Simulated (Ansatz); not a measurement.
Geometry optimisation, Ansatz, RKS PBE-D4/6-31G*.

The input (input.yaml):

```yaml
crystal:
  periodic: [false, false, false]
  atoms:
    - { symbol: B, position_ang: [-0.02824, 0.651645, -0.558102] }
    - { symbol: Cl, position_ang: [0.010813, 0.126924, 2.477115] }
    - { symbol: "N", position_ang: [1.227335, 0.031227, -0.779308] }
    - { symbol: H, position_ang: [1.334229, -0.961203, -0.977533] }
    - { symbol: H, position_ang: [2.092855, 0.471139, -0.481636] }
    - { symbol: "N", position_ang: [-1.280217, 0.038353, -0.819019] }
    - { symbol: H, position_ang: [-1.390125, -0.946293, -1.049834] }
    - { symbol: H, position_ang: [-2.161101, 0.515268, -0.658273] }
    - { symbol: H, position_ang: [-0.030501, 1.806923, -0.220274] }
    - { symbol: H, position_ang: [-0.127448, 0.915916, 1.403164] }
basis:
  gaussian: { orbitals: "6-31G*" }
hamiltonian:
  xc: pbe
  dispersion: d4
relax:
  f_tol: 0.03
  max_steps: 50
output:
  orbitals: {}
```

Launched with:

```bash
$ ansatz run input.yaml --threads 1 --pin off --max-ram 2048MiB --backend cpu --events-out ev --progress --plain --runs-dir out
```

Question: Where does it end, and by what steps?

Answer: The forces met the threshold. After 17 steps the energy has fallen by 0.420 eV; H10 moved furthest, 1.07 Å.

```tsv
step	energy less start (eV)	largest force component (eV/Å)	accepted
0	0.0000	0.699	yes
1	-0.0699	0.812	yes
2	-0.0898	0.895	yes
3	-0.1070	0.618	yes
4	-0.1231	0.059	yes
5	-0.1275	0.054	yes
6	-0.1339	0.082	yes
7	-0.1530	0.632	yes
8	-0.2057	0.487	yes
9	-0.2670	0.512	yes
10	-0.3502	0.783	yes
11	-0.3951	0.406	yes
12	-0.4028	0.334	yes
13	-0.4160	0.213	yes
14	-0.4160	0.208	no
15	-0.4190	0.041	yes
16	-0.4195	0.042	yes
17	-0.4197	0.008	yes
```

```xyz
10
Properties=species:S:1:pos:R:3
B 0.172 0.819 -0.763
Cl -0.708 -0.045 2.781
N 1.340 0.080 -1.019
H 1.443 -0.919 -0.850
H 2.210 0.535 -1.281
N -1.036 0.178 -0.251
H -1.179 -0.820 -0.421
H -1.913 0.687 -0.369
H 0.168 2.013 -0.915
H -0.849 0.121 1.425
```

Time of the run: 45 s on 1 thread of Arm Neoverse V1 (shared host), peak memory 0.13 GiB.
